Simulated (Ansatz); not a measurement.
Compare A (`C#[C][GaH][SH]`) with its isomer B (`C=[C]1[S][GaH]1`).

Isolated molecules relaxed with PBE0-D4/def2-TZVP in Ansatz; ΔE leaves out vibrations. CCSD(T)/CBS adds triple-zeta CCSD(T) − MP2 to the extrapolated MP2 energy (def2 sets, frozen cores). Functionals use def2-TZVPP. B3LYP here is the variant with VWN-RPA as its local correlation; programs differ in this. For Ga outer-core shells are correlated without core-valence functions, which leaves a few kJ/mol of doubt a bond. Scalar relativity is left out up to krypton. One conformer a species, not always the lowest.

Question: Which isomer does CCSD(T)/CBS put lower? Give the gap. (Estimate.)

Answer: Ansatz gave: A, by 53.6 kJ/mol.

Question: Give E(B) − E(A) in kJ/mol with r2SCAN-D4, HF/def2-TZVPP, B3LYP, B3LYP-D4, CCSD(T)/def2-SVP, B2PLYP, BLYP-D4. (An estimate is asked.)

Answer: Ansatz gave: r2SCAN-D4 29.0, HF/def2-TZVPP 98.5, B3LYP 47.8, B3LYP-D4 44.3, CCSD(T)/def2-SVP 61.3, B2PLYP 54.2, BLYP-D4 37.7. None reverses the order clearly.

Question: Does the order hold for the free energy at 298.15 K (harmonic terms from PBE0-D4)? (An estimate is asked.)

Answer: Computed: Yes: G(B) − G(A) = +68.3 kJ/mol, for one conformer each.

Largest T1 diagnostic: 0.017.

Leaving LDA and LC-ωPBE aside and taking each functional with its dispersion term where it has one, the values, not all of them listed here, spread over 44.2 kJ/mol, from PBE-D4 to BHLYP-D4. LDA lies −21.3 kJ/mol from PBE without D4. From r2SCAN to r2SCAN0 (25 % exact exchange), in def2-TZVPP and without D4, E(B) − E(A) moves by +5.6 kJ/mol.
